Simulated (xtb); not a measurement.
SnOCl2, SMILES [Cl][Sn]([Cl])=[O]. All values are semi-empirical tight-binding results from xtb (GFN2-xTB unless named), good for trends rather than for accurate numbers. The structure is a stationary point at GFN2-xTB.

For metal compounds this method's bond lengths and energies can be far off.

Computed properties:
| Quantity | Value |
|---|---|
| point group as xtb finds it | C2v |
| orbital gap | 3.37 eV |
| zero-point energy | 2.4 kcal/mol |
| G − E(el) at 298.15 K (modified RRHO) | -17.6 kcal/mol |
